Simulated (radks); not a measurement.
Spherical jellium clusters: N electrons in a uniform positive sphere of charge N and radius rs N^(1/3), rs = 2.42 bohr. Method: non-relativistic Kohn-Sham, LDA (Slater exchange, Perdew-Wang correlation), spin-polarised, spherical densities; computed with a radial shooting solver with Libxc functionals. Levels are named by radial order and angular momentum (1s, 1p, 1d, 2s, ...), and open shells are averaged over m. Each electron was tried in the lowest free levels, single moves between levels near the top were tried too, and the lowest total energy was kept; such a search can miss a lower state. Energies include the self-energy of the background; IP and EA are vertical (highest electron removed, lowest free level filled), at fixed background; spill-out counts the electrons outside the background radius R, and alpha is the static dipole polarisability from linear response (closed shells only). A dash means not computed or, for alpha, an open shell; in EA it means that no bound solution was reached, which is typical of self-interaction and does not show that the anion is unstable. Real open-shell clusters deform, which this model forbids.

N,open shells,2S,E/N (eV),E(N+1) + E(N-1) - 2E(N) (eV),IP (eV),-e(HOMO) (eV),spill-out (e),alpha/R^3
1,"1s(up 1, down 0)",1,-0.305,-,-,4.002,0.56,-
2,none,0,-1.112,2.370,7.624,4.658,0.80,2.248
3,"1p(up 1, down 0)",1,-0.591,-0.985,4.631,2.395,1.21,-
4,"1p(up 2, down 0)",2,-0.577,-0.905,5.731,3.338,1.49,-
5,"1p(up 3, down 0)",3,-0.749,0.336,6.421,4.000,1.68,-
6,"1p(up 3, down 1)",2,-0.808,-0.747,5.844,3.655,1.87,-
7,"1p(up 3, down 2)",1,-0.957,-0.574,6.453,4.230,2.02,-
8,none,0,-1.141,2.799,6.875,4.658,2.15,1.822
9,"1d(up 1, down 0)",1,-0.972,-0.470,3.933,2.052,2.41,-
10,"1d(up 2, down 0)",2,-0.885,-0.447,4.474,2.573,2.62,-
11,"1d(up 3, down 0)",3,-0.854,-0.410,4.907,3.000,2.80,-
12,"1d(up 4, down 0)",4,-0.862,-0.369,5.264,3.359,2.96,-
13,"1d(up 5, down 0)",5,-0.897,0.342,5.562,3.666,3.09,-
14,"1d(up 5, down 0) 2s(up 1, down 0)",6,-0.903,-0.053,5.143,3.408,3.38,-
15,"1d(up 5, down 2)",3,-0.912,-0.492,5.315,3.518,3.36,-
16,"1d(up 5, down 3)",2,-0.950,-0.294,5.594,3.802,3.48,-
17,"1d(up 5, down 4)",1,-1.001,-0.263,5.832,4.048,3.58,-
18,none,0,-1.061,0.242,6.036,4.264,3.68,1.626
19,"2s(up 1, down 0)",1,-1.102,0.215,5.738,4.034,3.90,-
20,none,0,-1.129,1.706,5.554,3.908,4.15,1.685
21,"1f(up 1, down 0)",1,-1.071,-0.261,3.908,2.299,4.30,-
22,"1f(up 2, down 0)",2,-1.031,-0.246,4.162,2.557,4.44,-
23,"1f(up 3, down 0)",3,-1.004,-0.232,4.388,2.789,4.56,-
24,"1f(up 4, down 0)",4,-0.990,-0.217,4.592,2.999,4.67,-
25,"1f(up 5, down 0)",5,-0.985,-,4.776,3.190,4.78,-

All shells are closed at N = 2, 8, 18, 20 (there: 1s2 1p6 1d10 2s2); the second difference of the energy has clear peaks (12 % above both neighbours; the first and last values, which can be the largest, are not judged, and half-filled shells can peak too) at N = 5, 8, 13, 18, 20.
